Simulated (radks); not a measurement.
Results of a calculation; reference values are marked as such.
The mean radii <r> (bohr) of the occupied orbitals of an atom or ion are listed with their occupations. Code: a radial shooting solver on a logarithmic mesh with Libxc functionals. Model: non-relativistic Kohn-Sham, r2SCAN, spin-polarised, spherical densities, point nucleus; meta-GGA in the generalised Kohn-Sham scheme.

| orbital | occ. | <r> |
|---|---|---|
| 1s up | 1 | 0.1309 |
| 1s down | 1 | 0.1301 |
| 2s up | 1 | 0.6220 |
| 2s down | 1 | 0.6393 |
| 2p up | 3 | 0.5685 |

Name the element and its charge. Open shells, if any, are filled with parallel spins first.

Answer. Z = 12, magnesium, charge +5: Mg5+ in [He] 2s2 2p3. The 1s radius gives Z: for a bare nucleus <r> = 1.5/Z, 0.125 bohr for Z = 12, and screening makes it slightly larger (0.1309 here). The occupations add up to 7, and the charge is Z minus that.
